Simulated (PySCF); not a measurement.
Dipole response of Mn (manganese, neutral)

[Ar] 3d5 4s2, high-spin 6S determinant. All numbers are calculated (PySCF 2.14, scalar relativity by spin-free X2C-1e, in aug-cc-pVDZ-DK (7s6p4d2f, 59 functions)). Coupled (time-dependent) response in atomic units; α is the mean over directions. A double-zeta set is small for polarisabilities.

```tsv
method	mean α (bohr³)	C₆ (like pair)	S(−4)
wB97X	68.67	646.5	2420
r2SCAN0	77.17	758.1	3700
```

S(−4) is the Cauchy moment in α(ω) = α(0) + S(−4) ω² + …

Reference α: 68 ± 9 bohr³ (recommended; Schwerdtfeger and Nagle, table of static dipole polarizabilities (2023 update)). Published C₆: 552.0 (Chu and Dalgarno (2004); Tang, Norbeck and Certain (1976)).

α(iu) at r2SCAN0:

```tsv
u (hartree)	α(iu) (bohr³)
0	77.17
0.0500	69.40
0.100	54.99
0.200	32.13
0.300	20.06
0.500	10.12
0.750	5.794
1.00	3.925
1.50	2.277
2.00	1.542
3.00	0.8716
5.00	0.3949
```
